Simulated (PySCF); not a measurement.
A small calculation by hand: oscillator strength and radiative lifetime

C2H6Bi, SMILES [CH3][Bi+][CH3] (connectivity only; charge and spin as stated), charge +1, multiplicity 1.

The structure is a stationary point at PBE0-D3(BJ)/def2-SVP. The spin state was assumed, not searched. The isomer is the one that the SMILES or the coordinates give; other isomers of the formula were not compared. The def2 effective core potentials stand for the cores of Bi; spin–orbit coupling is left out.

TDA-PBE0/def2-SVPD (PySCF) puts the first singlet state with f over 0.02 at 6.99 eV (vertical), with the transition dipole (0.914, -0.001, 0.000) in atomic units.

Q: Find the oscillator strength, the wavelength and the radiative lifetime that this transition would have in vacuum if emission retraced absorption.

A: 
|μ|² = 0.8354 au, so |μ| = 2.32 D. ΔE = 6.99/27.211 = 0.2569 hartree. f = (2/3) ΔE |μ|² = 0.143 (the program prints 0.143).
λ = 1239.84/6.99 = 177 nm; ν = 56378 cm⁻¹.
Einstein's coefficient A = 0.6670 ν² f s⁻¹ (ν in cm⁻¹) = 3.0e8 s⁻¹, so τ = 1/A = 3.3 ns. This state is S7; the lower singlets have f = 0.006, 0.000, 0.000, 0.010, 0.002, 0.006. The figure is the radiative limit of this one transition; relaxation, internal conversion, crossing to triplets and a medium change what is measured.
